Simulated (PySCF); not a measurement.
1-chloro-2-methylprop-1-ene (C₄H₇Cl), SMILES CC(C)=CCl.

Geometry optimised at PBE0-D3(BJ)/def2-SVP.

These are CAM-B3LYP/def2-TZVP (PySCF) values and carry that method's errors.

Gas-phase values at a fixed geometry.

```json
{
  "total_energy": "-616.81453 hartree",
  "point_group": "Cs",
  "highest_occupied_level": "-8.13 eV",
  "lowest_empty_level": "1.30 eV",
  "orbital_gap": "9.43 eV",
  "dipole_moment": "1.95 D",
  "quadrupole, principal values (traceless, Buckingham form, about the centre of nuclear charge)": "-2.09, -0.80, 2.89 D·Å",
  "mean_static_polarisability": "62.1 bohr³ (9.20 Å³)",
  "polarisability_principal_values": "44.4, 58.7, 83.2 bohr³"
}
```
